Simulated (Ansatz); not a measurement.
Reaction (ligand exchange at the Si–Se bond): `C[Se][Si](F)(F)F` + H–F → silicon tetrafluoride + `C[SeH]`

Computed with Ansatz on PBE0-D4/def2-TZVP structures; ΔE is electronic, products minus reactants. CCSD(T)/CBS is the MP2 limit (def2-TZVPP, def2-QZVPP) plus CCSD(T) − MP2 in def2-TZVPP, frozen cores. This one scheme is used for every species. DFT in def2-TZVPP. B3LYP here is the variant with VWN-RPA as its local correlation; programs differ in this. For Se outer-core shells are correlated without core-valence functions, which leaves a few kJ/mol of doubt a bond. Scalar relativity is left out up to krypton. Each species was taken in one conformer, which may not be the lowest.

`C[Se][Si](F)(F)F`:

Z-matrix (Å, degrees):
```
C
Se 1 1.964
H 1 1.087 2 110.2
H 1 1.087 2 110.2 3 -123.1
H 1 1.088 2 105.5 3 118.4
Si 2 2.222 1 95.3 3 61.6
F 6 1.574 2 109.3 1 179.9
F 6 1.578 2 112.8 1 -59.7
F 6 1.578 2 112.8 1 59.5
```

H–F:

Z-matrix (Å, degrees):
```
F
H 1 0.920
```

`F[Si](F)(F)F`:

Cartesian coordinates in Å:
```
F 0.779 0.234 -1.333
Si 0.000 0.000 0.000
F -1.158 1.042 0.115
F 0.974 0.168 1.209
F -0.595 -1.444 0.009
```

`C[SeH]`:

Cartesian coordinates in Å:
```
C -0.490 -0.219 0.100
Se 0.781 0.904 -0.860
H -0.192 -1.264 0.048
H -1.445 -0.091 -0.408
H -0.585 0.107 1.133
H 1.932 0.563 -0.013
```

CCSD(T)/CBS gives -20.7 kcal/mol.

**Question.** Another level gave -18.7 kcal/mol. Which?
A. PBE0/def2-TZVPP
B. r2SCAN0/def2-TZVPP
C. B3LYP/def2-TZVPP
D. PBE/def2-TZVPP

**Answer.** D. PBE -18.7, r2SCAN0 -22.3, B3LYP -23.7, PBE0 -20.0 kcal/mol.

Largest T1 diagnostic among the species: 0.011.

From PBE to PBE0 (25 % exact exchange), in def2-TZVPP and without D4, ΔE moves by −1.3 kcal/mol. In def2-TZVPP, CCSD(T) changes the Hartree–Fock value by +6.4 kcal/mol (the triples alone add +1.2 kcal/mol) and MP2 by +7.7 kcal/mol.

CCSD(T)/CBS has its own doubt, a few kJ/mol and more with outer-core shells, so smaller differences from it don't rank the levels.
